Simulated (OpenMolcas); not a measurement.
**Multiplet structure of N³⁺**

| Item | Value |
| --- | --- |
| Program | OpenMolcas 26.06 |
| Method | SS-CASPT2, IPEA 0.25 Eh, imaginary shift 0.1 Eh (closed shells correlated: 1s) |
| Basis | ANO-RCC-VTZP [4s3p2d1f] |
| Scalar Hamiltonian | DKH2, point nucleus |
| Active space | 2 electrons in 8 orbitals (2s 2p 3s 3p) |
| State averaging | 2S+1 = 3 even, 3 roots; 2S+1 = 1 even, 7 roots; 2S+1 = 3 odd, 3 roots; 2S+1 = 1 odd, 3 roots |
| Spin-orbit coupling | state interaction with AMFI integrals over the reference wave functions, term energies averaged over their components |

Spin-free terms above the lowest, with the occupations of the reference (each correlating shell added to its valence partner):

```
Configuration  Term  E (cm-1)      Occupations
          2s2    1S       0.0  2s 1.86 2p 0.14
        2s 2p   3P*     67343  2s 1.00 2p 1.00
        2s 2p   1P*    132788  2s 1.00 2p 1.00
          2p2    3P    175985          2p 2.00
          2p2    1D    190377          2p 2.00
          2p2    1S    237181  2s 0.16 2p 1.84
```

With spin-orbit coupling, above the lowest level:

| Configuration | Term | J | E (cm-1) | Measured (cm-1) | Term weight % |
| --- | --- | --- | --- | --- | --- |
| 2s2 | 1S | 0 | 0.0 | 0.0 | 100 |
| 2s 2p | 3P* | 0 | 67203 | 67209 | 100 |
| 2s 2p | 3P* | 1 | 67273 | 67272 | 100 |
| 2s 2p | 3P* | 2 | 67413 | 67416 | 100 |
| 2s 2p | 1P* | 1 | 132788 | 130694 | 100 |
| 2p2 | 3P | 0 | 175847 | 175535 | 100 |
| 2p2 | 3P | 1 | 175917 | 175608 | 100 |
| 2p2 | 3P | 2 | 176053 | 175733 | 100 |
| 2p2 | 1D | 2 | 190377 | 188882 | 100 |
| 2p2 | 1S | 0 | 237181 | 235369 | 100 |

Against the 9 measured excited levels shown (Moore, Selected Tables of Atomic Spectra, NSRDS-NBS 3, section 4) the mean absolute deviation is 710 cm-1; the largest miss in energy is 2s 2p 1P* 1: computed 132788, measured 130694 cm-1 (+1.6 %).

Active for correlation alone: 3p 3s; no level in the range computed is led by a configuration that fills them, so any true level of that kind is missing. Computed and measured levels are paired by configuration, term and J; levels that our copy of the source lacks, or whose pairing is in doubt (as where it misses far off the trend of its configuration), stay unpaired and out of the deviations. Levels of configurations outside the active space are missing. The first state left out of the spin-orbit step lies near 390000 cm-1 above the lowest spin-free state of the reference (among the parities and spins computed), and the list stops at four fifths of that energy or lower.

The term weight is that of the spin-free term in the level, not the purity of its configuration. * marks odd parity.
